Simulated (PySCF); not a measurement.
Precursor series Sc F-OH. Gas-phase values, no solvent. One relaxed conformer stands for each flexible species; it need not be the lowest.

The charge on the central atom (Mulliken) from two functionals at the same geometries (BP86-D3(BJ)/def2-SVP), both in PySCF: PBE-D3(BJ)/def2-TZVP and TPSSh-D3(BJ)/def2-TZVP. 

```csv
species,PBE-D3(BJ)/def2-TZVP (e),TPSSh-D3(BJ)/def2-TZVP (e)
0 of 3 F replaced by OH ([Sc(F)3]),1.36,1.49
1 of 3 F replaced by OH ([Sc(F)2(OH)]),1.35,1.49
2 of 3 F replaced by OH ([Sc(F)(OH)2]),1.33,1.49
```

Over these rows, drawn at random from the members with no instability flagged (it was tested for open shells, ions and some series alone), PBE minus TPSSh-D3(BJ): mean -0.14 e, from -0.15 e to -0.13 e.
